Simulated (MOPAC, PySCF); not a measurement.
C3H5N, SMILES `C(/C=C)=N/[H]` (C–C–C–N torsion 180°), neutral singlet in the gas phase. 

Z-matrix (Å, degrees):
```
C
C 1 1.3316
H 2 1.0816 1 122.02
H 2 1.0839 3 116.91 1 180.00
H 1 1.0866 2 120.53 3 0.00
C 1 1.4627 5 116.65 2 179.99
N 6 1.2713 1 127.12 5 -0.01
H 7 1.0234 6 110.91 1 0.01
H 6 1.0930 7 117.32 8 -180.00
```
Charge 0, multiplicity 1.

All levels are single points at this geometry (B3LYP-D3(BJ)/def2-TZVP); Pople sets use spherical d functions. Orbital energies aren't observables, and empty levels follow the basis.

AM1 in MOPAC gives dipole (D) = 2.33.

Problem. Estimate the dipole (D) from each of these levels: B3LYP-D3(BJ)/def2-TZVP in PySCF; B3LYP/3-21G in PySCF; B3LYP/6-31G* in PySCF; PBE/6-31G* in PySCF; HF/3-21G in PySCF; HF/STO-3G in PySCF; PM3 in MOPAC; PM7 in MOPAC.

Solution. 
```
level                            dipole (D)
-------------------------------  ----------
B3LYP-D3(BJ)/def2-TZVP in PySCF        2.66
B3LYP/3-21G in PySCF                   2.53
B3LYP/6-31G* in PySCF                  2.59
PBE/6-31G* in PySCF                    2.51
HF/3-21G in PySCF                      2.86
HF/STO-3G in PySCF                     2.21
PM3 in MOPAC                           2.20
PM7 in MOPAC                           3.02
```
